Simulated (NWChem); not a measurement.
System: C5H5N; SMILES C=C1C=CC=N1

Excerpt of the output:

```
             Northwest Computational Chemistry Package (NWChem) 7.3.0
             --------------------------------------------------------

 CS  symmetry detected

                             Geometry "geometry" -> ""
                             -------------------------

 Output coordinates in angstroms (scale by  1.889725989 to convert to a.u.)

  No.       Tag          Charge          X              Y              Z
 ---- ---------------- ---------- -------------- -------------- --------------
    1 C                    6.0000     0.01798556    -2.06615595     0.00000000
    2 C                    6.0000     0.01653613    -0.72226418     0.00000000
    3 C                    6.0000     1.17229937     0.18625201     0.00000000
    4 C                    6.0000     0.66108048     1.43947337     0.00000000
    5 C                    6.0000    -0.80091919     1.27409169     0.00000000
    6 N                    7.0000    -1.18728134     0.03271142     0.00000000
    7 H                    1.0000     0.94351092    -2.63387726     0.00000000
    8 H                    1.0000    -0.91870752    -2.61401956     0.00000000
    9 H                    1.0000     2.21127866    -0.11863185     0.00000000
   10 H                    1.0000     1.19580995     2.38155707     0.00000000
   11 H                    1.0000    -1.52281669     2.08760992     0.00000000

 Effective nuclear repulsion energy (a.u.)     203.3217950929

      Symmetry information
      --------------------

 Group name             Cs
 Group number              2
 Group order               2
 No. of unique centers    11

  xc_inp: hfexch multiplicative factor not found.

                                 NWChem DFT Module
                                 -----------------

 Summary of "ao basis" -> "ao basis" (spherical)
 ------------------------------------------------------------------------------
       Tag                 Description            Shells   Functions and Types
 ---------------- ------------------------------  ------  ---------------------
 C                           6-31g*                  6       14   3s2p1d
 N                           6-31g*                  6       14   3s2p1d
 H                           6-31g*                  2        2   2s

      Symmetry analysis of basis
      --------------------------

        a'         70
        a"         24

            General Information
            -------------------
          SCF calculation type: DFT
          Wavefunction type:  closed shell.
          No. of atoms     :    11
          No. of electrons :    42
           Alpha electrons :    21
            Beta electrons :    21
          Charge           :     0
          Spin multiplicity:     1
          Use of symmetry is: on ; symmetry adaption is: on
          Maximum number of iterations: 150
          AO basis - number of functions:    94
                     number of shells:    46
          Convergence on energy requested:  1.00D-06
          Convergence on density requested:  1.00D-05
          Convergence on gradient requested:  5.00D-04

              XC Information
              --------------
                     Hartree-Fock (Exact) Exchange  1.000

      Superposition of Atomic Density Guess
      -------------------------------------

 Sum of atomic energies:        -245.08617168

      Non-variational initial energy
      ------------------------------

 Total energy =    -248.936878
 1-e energy   =    -732.102074
 2-e energy   =     279.843400
 HOMO         =      -0.287289
 LUMO         =      -0.082516

      Symmetry analysis of molecular orbitals - initial
      -------------------------------------------------

  Numbering of irreducible representations:

     1 a'          2 a"

  Orbital symmetries:

     1 a'          2 a'          3 a'          4 a'          5 a'
     6 a'          7 a'          8 a'          9 a'         10 a'
    11 a'         12 a'         13 a'         14 a'         15 a"
    16 a'         17 a'         18 a'         19 a'         20 a"
    21 a"         22 a"         23 a"         24 a"         25 a'
    26 a'         27 a'         28 a'         29 a'         30 a'
    31 a'

     ---------------------------------------------
      Total Density - Mulliken Population Analysis
     ---------------------------------------------

    Atom       Charge   Shell Charges
 -----------   ------   -------------------------------------------------------
    1 C    6     6.43   2.00  0.74  1.91  0.62  1.12  0.03
    2 C    6     5.71   2.00  0.73  1.80  0.41  0.72  0.06
    3 C    6     6.15   2.00  0.74  1.90  0.53  0.94  0.04
    4 C    6     6.29   2.00  0.75  1.94  0.57  0.99  0.04
    5 C    6     5.77   2.00  0.74  1.74  0.49  0.75  0.06
    6 N    7     7.75   2.00  0.86  2.47  0.91  1.48  0.04
    7 H    1     0.77   0.46  0.31
    8 H    1     0.78   0.46  0.31
    9 H    1     0.77   0.46  0.31
   10 H    1     0.78   0.46  0.32
   11 H    1     0.80   0.47  0.33

   convergence    iter        energy       DeltaE   RMS-Dens  Diis-err
 ---------------- ----- ----------------- --------- --------- ---------
 d= 0,ls=0.0,diis     1   -246.5601008427 -4.50D+02  8.02D-03  4.82D-01
 d= 0,ls=0.0,diis     2   -246.6300190385 -6.99D-02  3.16D-03  1.14D-01
 d= 0,ls=0.0,diis     3   -246.6425267622 -1.25D-02  1.43D-03  1.61D-02
 d= 0,ls=0.0,diis     4   -246.6451039384 -2.58D-03  3.13D-04  5.40D-04
 d= 0,ls=0.0,diis     5   -246.6452339638 -1.30D-04  1.50D-04  1.09D-04
  Resetting Diis
 d= 0,ls=0.0,diis     6   -246.6452699134 -3.59D-05  9.27D-05  2.38D-05
 d= 0,ls=0.0,diis     7   -246.6452812242 -1.13D-05  2.57D-05  4.93D-06
 d= 0,ls=0.0,diis     8   -246.6452825465 -1.32D-06  1.28D-05  1.15D-06
 d= 0,ls=0.0,diis     9   -246.6452830481 -5.02D-07  2.32D-05  7.37D-07
 d= 0,ls=0.0,diis    10   -246.6452834528 -4.05D-07  1.81D-06  1.57D-08

         Total DFT energy =     -246.645283452783
      One electron energy =     -735.590945454324
           Coulomb energy =      319.898323913859
    Exchange-Corr. energy =      -34.274457005219
 Nuclear repulsion energy =      203.321795092902

 Numeric. integr. density =        0.000000000000

                  Occupations of the irreducible representations
                  ----------------------------------------------

                     irrep           alpha         beta
                     --------     --------     --------
                     a'               18.0         18.0
                     a"                3.0          3.0

                       DFT Final Molecular Orbital Analysis
                       ------------------------------------

 Vector   19  Occ=2.000000D+00  E=-4.250488D-01  Symmetry=a'
              MO Center= -9.8D-01,  1.6D-01,  1.5D-16, r^2= 2.0D+00
   Bfn.  Coefficient  Atom+Function         Bfn.  Coefficient  Atom+Function
  ----- ------------  ---------------      ----- ------------  ---------------
    73      0.471597   6 N  px               77      0.370703   6 N  px
    76     -0.244328   6 N  s                17     -0.205173   2 C  px
    45      0.185949   4 C  px               59     -0.153512   5 C  px
    72     -0.150884   6 N  s                34     -0.138008   3 C  s
    74      0.130607   6 N  py               32      0.123851   3 C  py

 Vector   20  Occ=2.000000D+00  E=-3.495450D-01  Symmetry=a"
              MO Center= -2.4D-01, -1.1D-01,  3.6D-15, r^2= 2.9D+00
   Bfn.  Coefficient  Atom+Function         Bfn.  Coefficient  Atom+Function
  ----- ------------  ---------------      ----- ------------  ---------------
    75      0.313977   6 N  pz               79      0.267303   6 N  pz
    61      0.264862   5 C  pz               33     -0.232712   3 C  pz
    65      0.222948   5 C  pz                5     -0.221805   1 C  pz
    19     -0.203135   2 C  pz               37     -0.200996   3 C  pz
     9     -0.197590   1 C  pz               23     -0.147624   2 C  pz

 Vector   21  Occ=2.000000D+00  E=-3.457469D-01  Symmetry=a"
              MO Center=  3.6D-01,  2.9D-02,  1.9D-16, r^2= 3.2D+00
   Bfn.  Coefficient  Atom+Function         Bfn.  Coefficient  Atom+Function
  ----- ------------  ---------------      ----- ------------  ---------------
    47      0.329162   4 C  pz               51      0.289550   4 C  pz
     5     -0.248856   1 C  pz               33      0.233226   3 C  pz
    19     -0.228154   2 C  pz                9     -0.217137   1 C  pz
    37      0.196299   3 C  pz               23     -0.185723   2 C  pz
    75     -0.144165   6 N  pz               79     -0.118900   6 N  pz

 Vector   22  Occ=0.000000D+00  E= 6.416490D-02  Symmetry=a"
              MO Center=  6.1D-02, -3.0D-01, -1.5D-16, r^2= 3.9D+00
   Bfn.  Coefficient  Atom+Function         Bfn.  Coefficient  Atom+Function
  ----- ------------  ---------------      ----- ------------  ---------------
     9      0.456276   1 C  pz               37     -0.339756   3 C  pz
     5      0.307173   1 C  pz               65      0.287695   5 C  pz
    51      0.280737   4 C  pz               79     -0.240671   6 N  pz
    33     -0.236337   3 C  pz               61      0.220860   5 C  pz
    23     -0.199236   2 C  pz               75     -0.194200   6 N  pz

 Vector   23  Occ=0.000000D+00  E= 2.444840D-01  Symmetry=a"
              MO Center= -8.6D-02,  9.8D-01,  2.9D-15, r^2= 2.9D+00
   Bfn.  Coefficient  Atom+Function         Bfn.  Coefficient  Atom+Function
  ----- ------------  ---------------      ----- ------------  ---------------
    51      0.743764   4 C  pz               65     -0.737968   5 C  pz
    37     -0.492747   3 C  pz               79      0.453776   6 N  pz
    61     -0.337675   5 C  pz               47      0.313041   4 C  pz
    75      0.246456   6 N  pz               33     -0.188107   3 C  pz
    27      0.029785   2 C  d  1             39      0.026168   3 C  d -1

 Vector   24  Occ=0.000000D+00  E= 2.590468D-01  Symmetry=a'
              MO Center=  1.4D+00, -6.0D-01,  5.6D-15, r^2= 6.7D+00
   Bfn.  Coefficient  Atom+Function         Bfn.  Coefficient  Atom+Function
  ----- ------------  ---------------      ----- ------------  ---------------
    90      1.527119   9 H  s                86      1.208633   7 H  s
     6     -1.138249   1 C  s                35     -0.896751   3 C  px
    34     -0.878522   3 C  s                92      0.720257  10 H  s
    48     -0.539280   4 C  s                94      0.515692  11 H  s
     8      0.491935   1 C  py               88      0.433981   8 H  s

     ---------------------------------------------
      Total Density - Mulliken Population Analysis
     ---------------------------------------------

    Atom       Charge   Shell Charges
 -----------   ------   -------------------------------------------------------
    1 C    6     6.42   2.00  0.68  1.96  0.62  1.12  0.04
    2 C    6     5.74   2.00  0.68  1.96  0.39  0.64  0.07
    3 C    6     6.18   2.00  0.68  1.98  0.50  0.98  0.05
    4 C    6     6.29   2.00  0.67  1.99  0.53  1.04  0.05
    5 C    6     5.93   2.00  0.70  1.93  0.45  0.79  0.07
    6 N    7     7.52   2.00  0.80  2.33  0.93  1.42  0.05
    7 H    1     0.80   0.52  0.28
    8 H    1     0.78   0.52  0.26
    9 H    1     0.78   0.52  0.26
   10 H    1     0.78   0.52  0.26
   11 H    1     0.79   0.53  0.26

     -------------------------------------------
      Total Density - Lowdin Population Analysis
     -------------------------------------------

    Atom       Charge   Shell Charges
 -----------   ------   -------------------------------------------------------
    1 C    6     6.20   1.99  0.56  1.79  0.44  1.36  0.07
    2 C    6     5.99   1.99  0.52  1.78  0.36  1.20  0.15
    3 C    6     6.12   1.99  0.54  1.81  0.41  1.29  0.09
    4 C    6     6.18   1.99  0.53  1.83  0.41  1.33  0.09
    5 C    6     6.03   1.99  0.54  1.76  0.40  1.20  0.14
    6 N    7     7.20   1.99  0.71  2.20  0.57  1.64  0.09
    7 H    1     0.86   0.49  0.36
    8 H    1     0.84   0.49  0.35
    9 H    1     0.85   0.49  0.36
   10 H    1     0.86   0.49  0.36
   11 H    1     0.86   0.50  0.36

     Multipole analysis of the density
     ---------------------------------

     L   x y z        total         alpha         beta         nuclear
     -   - - -        -----         -----         ----         -------
     0   0 0 0     -0.000000    -21.000000    -21.000000     42.000000

     1   1 0 0      0.863650      0.431825      0.431825     -0.000000
     1   0 1 0      0.096016      0.048008      0.048008      0.000000
     1   0 0 1      0.000000      0.000000      0.000000      0.000000

     2   2 0 0    -26.546469    -75.696636    -75.696636    124.846803
     2   1 1 0     -1.317743     -0.040166     -0.040166     -1.237410
     2   1 0 1      0.000000      0.000000      0.000000      0.000000
     2   0 2 0    -19.992743   -143.815569   -143.815569    267.638395
     2   0 1 1     -0.000000     -0.000000     -0.000000      0.000000
     2   0 0 2    -28.381282    -14.190641    -14.190641      0.000000
```

Level: Hartree-Fock/6-31G* (spherical d). Geometry: optimised at B3LYP/6-31G* (spherical d).

Problem. Which NWChem input produces such a log?

Solution. This is not unique; one that fits is the input that was run:
```
start job
memory heap 200 mb stack 900 mb global 1100 mb
geometry units angstroms noautoz
  C      0.013905    -2.067402     0.000000
  C      0.012686    -0.723510     0.000000
  C      1.168605     0.184808     0.000000
  C      0.657601     1.438117     0.000000
  C     -0.804427     1.272986     0.000000
  N     -1.191002     0.031672     0.000000
  H      0.939333    -2.635282     0.000000
  H     -0.922882    -2.615105     0.000000
  H      2.207532    -0.120254     0.000000
  H      1.192492     2.380109     0.000000
  H     -1.526185     2.086628     0.000000
end
basis spherical
  * library 6-31g*
end
dft
  xc hfexch
  iterations 150
  mulliken
end
task dft energy
```
